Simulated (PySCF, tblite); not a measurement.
Isomers of CH9NSi3, one GFN2-xTB conformer each. Single-point energies are computed at PBE0/pcSseg-1 (PySCF, gas phase, no added dispersion term), electronic only.

```
                     SMILES  GFN2-xTB relative energy (kcal/mol)
     C1[SiH2]N[SiH2][SiH2]1                                  0.0
[H]/N=C/[SiH]([SiH3])[SiH3]                                 63.9
```

Conformers: `[CH2:1]1[SiH2:2][NH:3][SiH2:4][SiH2:5]1` with Si5–C1–Si2–N3 -20°, C1–Si2–N3–Si4 17°, Si2–N3–Si4–Si5 -6°, N3–Si4–Si5–C1 -7°; `[H]/[N:1]=[CH:2]/[SiH:3]([SiH3:4])[SiH3:5]` with N1–C2–Si3–Si4 -25°.

Problem. What does PBE0/pcSseg-1 give for the same structures?

Solution. 
```
                     SMILES  PBE0/pcSseg-1 E (Eh)  PBE0/pcSseg-1 (kcal/mol)  GFN2-xTB (kcal/mol)  point group
     C1[SiH2]N[SiH2][SiH2]1            -966.27643                       0.0                  0.0           C1
[H]/N=C/[SiH]([SiH3])[SiH3]            -966.17891                      61.2                 63.9           C1
```

Both levels put the same isomer lowest. As drawn, the higher has a C=N bond, which the lower lacks.

Problem. Which frontier levels, dipoles and rotational constants go with these structures?

Solution. 
```json
{"SMILES": "C1[SiH2]N[SiH2][SiH2]1", "HOMO (eV, PBE0/pcSseg-1)": "-7.16", "LUMO (eV)": "-0.11", "dipole (D)": "0.34", "A, B, C (MHz)": "3058, 2420, 1437"}
{"SMILES": "[H]/N=C/[SiH]([SiH3])[SiH3]", "HOMO (eV, PBE0/pcSseg-1)": "-7.23", "LUMO (eV)": "-0.92", "dipole (D)": "1.73", "A, B, C (MHz)": "2414, 1644, 1118"}
```

Problem. What happens when harmonic zero-point energies from GFN2-xTB frequencies are added?

Solution. 
| SMILES | ZPE (kcal/mol) | electronic (kcal/mol) | with ZPE (kcal/mol) |
| --- | --- | --- | --- |
| C1[SiH2]N[SiH2][SiH2]1 | 57.3 | 0.0 | 0.0 |
| [H]/N=C/[SiH]([SiH3])[SiH3] | 53.5 | 61.2 | 57.5 |

The zero-point energies span 3.8 kcal/mol. The order is unchanged.
